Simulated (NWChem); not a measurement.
System: SnNH2ClF2; SMILES [F][Sn]([Cl])([NH2])[F]

```xyz
7

N     -0.2678     1.1461     1.7634
Sn     0.0000     0.2166     0.0060
F     -1.3774     0.7428    -1.2278
F      1.6833     0.7248    -0.7727
Cl    -0.0209    -2.0901     0.0958
H      0.5508     1.7026     2.0097
H     -1.0767     1.7663     1.7241
```
Atoms are numbered in this order, from 1.

All runs: NWChem. Structure relaxed at the PBE0/def2-SVP (def2 core potentials past Kr) level.

Question: Estimate the computed values for Hartree-Fock/STO-3G, non-relativistic. Quantities: highest occupied level (eV); orbital gap (eV); dipole (D).

Answer: The highest occupied level (eV) comes out as -9.11, the orbital gap (eV) is 16.19 and the dipole (D) is 3.44.
